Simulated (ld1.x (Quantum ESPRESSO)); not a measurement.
B, ultrasoft: configuration errors across variants

```
Element                 : boron (B)
Generator               : ld1.x (Quantum ESPRESSO) 7.5
Type                    : ultrasoft
Functional              : PBE
Relativity              : fully relativistic
Frozen core             : [He]
Valence charge          : 3
Reference configuration : 2s2 2p0 (charge +1)
Partial waves           : 2s (bound): rcut 1.10, rcutus 1.30 bohr; 2s channel at -1 Ry: rcut 1.10, rcutus 1.30 bohr; 2p (bound, empty): rcut 2.30, rcutus 2.95 bohr; 2p channel at 0.75 Ry: rcut 2.30, rcutus 2.95 bohr; 3d channel at -0.2 Ry: rcut 2.40, rcutus 2.95 bohr; 3d channel at 1.7 Ry: rcut 2.40, rcutus 2.95 bohr
Local potential         : all-electron potential smoothed inside 2.40 bohr (lloc = -1)
Core correction         : Bessel-smoothed model core inside 0.65 bohr
Augmentation charge     : PSQ, inside the norm-conserving radii
```

Open shells are filled in proportion to 2j + 1 (rel_dist='average').

All-electron excitation energies from the reference (eV): (1) 2s2 2p1 -8.220; (2) 2s1 2p0 25.422; (3) 2s2 2p0.5 -5.332; (4) 2s1 2p1 6.141; (5) 2s2 2p1.3 -8.958; (6) 2s1 2p2 -2.369; (7) 2s0 2p3 3.501.

2 further variants failed, have other tests or another functional or relativity, and are left out.

Errors AE − PS in meV (a dash: test not solved or not reliable):

```tsv
change	(1)	(2)	(3)	(4)	(5)	(6)	(7)	bound ghosts
base	+12	+8.0	+3.0	+2.2	+18	+23	+37	none
type TM; waves now 2s (bound): rc 1.30 bohr; 3d channel at -0.2 Ry: rc 2.95 bohr; 2p (bound): rc 2.95 bohr; local potential the p channel	+54	+12	+25	-9.3	+57	+104	+132	none
wave 3d channel at 1.7 Ry: rcut 2.40, rcutus 2.95 bohr becomes 3d channel at -0.05 Ry: rcut 2.40, rcutus 2.95 bohr	+12	+8.0	+3.0	+2.2	+18	+23	+37	none
```

(1) Give the same row for: core correction Bessel-smoothed model core inside 0.72 bohr.

Results:

(1) +12, +8.6, +3.3, +3.1, +19, +25, +42; bound ghosts: none.
